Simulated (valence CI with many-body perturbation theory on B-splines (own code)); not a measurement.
## E1 transitions of Os4+

Calculated by relativistic CI+MBPT: four valence electrons over a frozen Dirac-Fock core [Xe] 4f14, a basis of 7 s, 7 p, 8 d, 6 f, 4 g, 1 h functions for each j, with the one-electron correlation potential Σ1, the two-electron term Σ2, the three-electron term Σ3, Breit, model QED; selected CI, second order for the rest, scaled by the run's own slope (own B-spline code, finite nucleus).

Against 56 measured levels this calculation errs by 798 cm⁻¹ on average and by 2333 at most. These come from a selection out of Palmeri et al., Atoms 14, 22 (2026). Levels without a partner in it may be off by more, other configurations by 1,000 to 8,000 cm⁻¹. Among the levels kept, up to 310 cm⁻¹ of a level comes from second order outside the variational space, and about a tenth of that is noise between levels of different J, which matters for small intervals.

Lines 301 to 350 of 586 in falling wavelength, among levels below 28.852 eV, chosen from the strongest by gf and those to the six lowest levels. Wavelengths and rates use the calculated energies, so an error of 800 cm⁻¹ moves a line at 75.30 nm by 0.6 % and its rate by three times that or more. Electric multipoles are in the length gauge, E1 and E2 with the static RPA response of the core. Weak lines are less certain than strong ones. Lines between different terms over intervals too small for the method are left out, as are lines whose strength nearly cancels. Where a level lies close to another of its J and parity, the split of strength between their lines is uncertain. The highest levels of a list are the least certain.

Names give the largest LS component (configuration and term), which can be under half, so a name can repeat, a term be missing and a line seem to break the LS rules; names also repeat where a configuration has a term twice. Letters in brackets count levels of one name in rising energy.

```
λ vac (nm)             Upper         Lower   A (s⁻¹)  S (a.u.) with core polarisation  S without
     75.30      5d3 6p 5G°_3      5d4 5D_4  3.61e+07                         5.32e-02   6.48e-02
     75.22  5d3 6p 1P°_1 [b]  5d4 1S_0 [b]  1.77e+09                         1.11e+00   1.27e+00
     74.51  5d3 6p 3D°_3 [e]  5d4 1G_4 [b]  3.77e+08                         5.39e-01   6.39e-01
     74.38  5d3 6p 1D°_2 [c]  5d4 1D_2 [b]  1.12e+09                         1.14e+00   1.32e+00
     74.38  5d3 6p 3D°_1 [a]      5d4 5D_2  3.03e+07                         1.84e-02   2.15e-02
     74.14      5d3 6p 5G°_3      5d4 5D_3  4.59e+07                         6.46e-02   7.75e-02
     74.06  5d3 6p 3D°_3 [d]  5d4 3F_4 [b]  9.44e+08                         1.32e+00   1.53e+00
     73.97      5d3 6p 5S°_2  5d4 3P_2 [c]  5.42e+08                         5.41e-01   6.19e-01
     73.82  5d3 6p 3G°_3 [a]  5d4 3F_2 [a]  5.04e+08                         7.00e-01   8.33e-01
     73.33  5d3 6p 3D°_3 [a]  5d4 1D_2 [a]  6.47e+08                         8.81e-01   1.03e+00
     73.30  5d3 6p 3D°_2 [a]      5d4 5D_3  9.12e+07                         8.87e-02   1.05e-01
     72.90  5d3 6p 3D°_3 [b]  5d4 3P_2 [b]  4.44e+08                         5.94e-01   7.01e-01
     72.77  5d3 6p 3H°_4 [a]      5d4 3G_3  4.03e+08                         6.89e-01   8.29e-01
     72.55      5d3 6p 5G°_3      5d4 5D_2  3.17e+07                         4.18e-02   5.10e-02
     72.53  5d3 6p 1G°_4 [a]      5d4 1F_3  5.88e+08                         9.96e-01   1.15e+00
     72.52  5d3 6p 3G°_4 [c]  5d4 3F_3 [b]  8.68e+08                         1.47e+00   1.68e+00
     72.49  5d3 6p 3F°_4 [a]      5d4 3G_5  2.86e+08                         4.83e-01   5.62e-01
     72.39  5d3 6p 3D°_1 [a]      5d4 5D_1  1.58e+08                         8.89e-02   1.06e-01
     72.38      5d3 6p 5G°_4      5d4 5D_4  7.88e+07                         1.33e-01   1.59e-01
     72.06  5d3 6p 1D°_2 [a]  5d4 3F_3 [b]  6.97e+08                         6.44e-01   7.45e-01
     72.03  5d3 6p 5F°_3 [b]  5d4 3F_2 [a]  6.17e+08                         7.97e-01   9.46e-01
     71.99  5d3 6p 5D°_4 [c]  5d4 1G_4 [a]  6.70e+08                         1.11e+00   1.29e+00
     71.74  5d3 6p 3D°_2 [a]      5d4 5D_2  2.50e+07                         2.28e-02   2.77e-02
     71.56      5d3 6p 5F°_1  5d4 3P_0 [a]  2.01e+08                         1.09e-01   1.30e-01
     71.45      5d3 6p 5F°_4      5d4 3H_5  3.00e+08                         4.86e-01   5.61e-01
     71.44  5d3 6p 3G°_3 [a]      5d4 3H_4  4.64e+08                         5.84e-01   6.63e-01
     71.44  5d3 6p 3S°_1 [b]  5d4 3P_1 [b]  1.62e+09                         8.76e-01   9.96e-01
     71.41  5d3 6p 3D°_3 [c]  5d4 3P_2 [b]  4.03e+08                         5.08e-01   5.92e-01
     71.31      5d3 6p 5G°_4      5d4 5D_3  2.10e+08                         3.39e-01   4.08e-01
     71.21  5d3 6p 3G°_5 [d]  5d4 3F_4 [b]  5.01e+08                         9.82e-01   1.13e+00
     71.16  5d3 6p 3D°_3 [f]  5d4 3F_2 [b]  6.13e+08                         7.62e-01   8.83e-01
     71.12  5d3 6p 3G°_4 [b]      5d4 3G_5  3.14e+08                         5.02e-01   6.12e-01
     71.11  5d3 6p 1F°_3 [a]  5d4 1G_4 [b]  5.73e+08                         7.12e-01   8.18e-01
     71.03  5d3 6p 5F°_3 [a]      5d4 5D_4  4.86e+08                         6.01e-01   7.18e-01
     70.99  5d3 6p 5D°_1 [b]  5d4 3F_2 [a]  8.90e+08                         4.71e-01   5.45e-01
     70.97  5d3 6p 3S°_1 [a]  5d4 3P_2 [c]  1.57e+09                         8.30e-01   9.52e-01
     70.75  5d3 6p 3D°_1 [g]  5d4 3P_0 [b]  1.28e+09                         6.73e-01   7.68e-01
     70.69  5d3 6p 3G°_5 [a]      5d4 5D_4  5.03e+08                         9.64e-01   1.15e+00
     70.68      5d3 6p 5P°_1  5d4 3P_0 [a]  7.90e+07                         4.13e-02   5.00e-02
     70.57  5d3 6p 3H°_5 [a]  5d4 3F_4 [a]  4.35e+08                         8.30e-01   9.74e-01
     70.31  5d3 6p 3D°_1 [a]      5d4 5D_0  1.68e+09                         8.64e-01   1.03e+00
     70.26  5d3 6p 1G°_4 [b]  5d4 1G_4 [b]  1.80e+09                         2.77e+00   3.18e+00
     70.25  5d3 6p 3F°_4 [a]  5d4 3F_3 [a]  5.23e+08                         8.06e-01   9.25e-01
     70.23  5d3 6p 3H°_4 [b]      5d4 3H_5  3.38e+08                         5.19e-01   6.14e-01
     70.12  5d3 6p 3G°_4 [b]      5d4 3D_3  6.72e+08                         1.03e+00   1.22e+00
     70.12  5d3 6p 3F°_4 [d]  5d4 3F_4 [b]  9.80e+08                         1.50e+00   1.71e+00
     70.00  5d3 6p 5F°_3 [a]      5d4 5D_3  1.77e+08                         2.09e-01   2.46e-01
     69.94  5d3 6p 3G°_4 [a]      5d4 3G_4  8.04e+08                         1.22e+00   1.39e+00
     69.90  5d3 6p 1F°_3 [b]  5d4 1G_4 [b]  9.29e+08                         1.10e+00   1.24e+00
     69.88  5d3 6p 3D°_2 [a]      5d4 5D_1  1.28e+09                         1.08e+00   1.29e+00
```
